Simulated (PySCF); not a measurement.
# Assigning NMR signals

Cartesian coordinates in Å; atom numbers follow the order of the lines, from 1:
```xyz
20

C     2.388    1.913    0.289
C     1.744    0.845   -0.157
C     1.342   -0.279    0.688
C     1.021   -1.656    0.031
P    -0.357   -0.935    0.960
O    -0.709   -1.462    2.284
C    -1.692   -0.241   -0.050
C    -2.891   -0.272    0.516
C    -1.389    0.316   -1.399
H     2.650    2.021    1.329
H     2.669    2.721   -0.364
H     1.499    0.764   -1.208
H     1.900   -0.354    1.619
H     1.032   -1.661   -1.049
H     1.513   -2.515    0.468
H    -3.018   -0.684    1.503
H    -3.769    0.106    0.020
H    -0.803   -0.386   -1.988
H    -2.315    0.530   -1.929
H    -0.822    1.241   -1.303
```

[PySCF 2.14.0 with density-fitted response routines: shielding tensors at PBE0/pcSseg-1 (GIAO); coordinates at the GFN2-xTB level; no solvent; fast rotation and ring inversion assumed for equivalent nuclei; a single conformation; non-relativistic]

Scale: 13C (σref 186.93) and 1H (σref 31.72) vs TMS (reference shieldings calculated alike).

(1) Assign these signals to the numbered atoms. 13C{1H} NMR (computed): δ 144.4, 144.3, 143.3, 121.9, 36.2, 20.8, 20.6.

(2) Assign these signals to the numbered atoms. 1H NMR (600 MHz, computed): δ 6.68 (m, 1H), 6.65 (m, 1H), 5.60 (m, 1H), 5.59 (m, 1H), 5.35 (m, 1H), 3.00 (m, 1H), 2.27 (m, 1H), 1.78 (m, 3H), 1.21 (m, 1H).

Results:

(1) 
| δ (ppm) | atoms | environment | reason |
| --- | --- | --- | --- |
| 144.4 | C7 | fully substituted alkene carbon | the olefinic region |
| 144.3 | C2 | alkene CH | an sp2 carbon of a C=C bond |
| 143.3 | C8 | terminal =CH2 carbon | as expected for a trigonal carbon in a double bond |
| 121.9 | C1 | terminal =CH2 carbon | – |
| 36.2 | C3 | three-membered-ring carbon | – |
| 20.8 | C9 | allylic methyl carbon | saturated and bonded to C and H only |
| 20.6 | C4 | three-membered-ring carbon | carbons of three-membered rings are unusually shielded |

C7 and C2; C2 and C8; C9 and C4 lie closer than the usual error of such a calculation, so a measured spectrum could show them in the other order.

(2) 
| δ (ppm) | atoms | environment | reason |
| --- | --- | --- | --- |
| 6.68 | H16 | hydrogen on a terminal =CH2 carbon | olefinic region |
| 6.65 | H17 | hydrogen on a terminal =CH2 carbon | – |
| 5.60 | H12 | hydrogen on an alkene CH | a vinylic proton, deshielded by the sp2 carbon and the C=C anisotropy |
| 5.59 | H10 | hydrogen on a terminal =CH2 carbon | a vinylic proton, deshielded by the sp2 carbon and the C=C anisotropy |
| 5.35 | H11 | hydrogen on a terminal =CH2 carbon | – |
| 3.00 | H13 | hydrogen on a three-membered-ring carbon | – |
| 2.27 | H15 | hydrogen on a three-membered-ring carbon | – |
| 1.78 | H18/H19/H20 | hydrogen on an allylic methyl carbon | allylic position |
| 1.21 | H14 | hydrogen on a three-membered-ring carbon | cyclopropane-type protons are shielded by the ring |

H16 and H17; H12 and H10 lie closer than the usual error of such a calculation, so a measured spectrum could show them in the other order.

Splittings by 31P in the carbon and heteronuclear signals aren't shown, as no couplings were computed. Shifts are as computed. Against solution values, carbons near 30 ppm lie about +3 ppm off and those near 130 ppm about +5 ppm. Of 1211 compounds with measured shifts, 218 miss one by over three times the rms of a fit or turn the order of signals round; such compounds aren't used in these exercises. Multiplicities follow the n + 1 count of equivalent neighbours, as no J values were calculated; m marks all less simple cases, F and P coupling included.
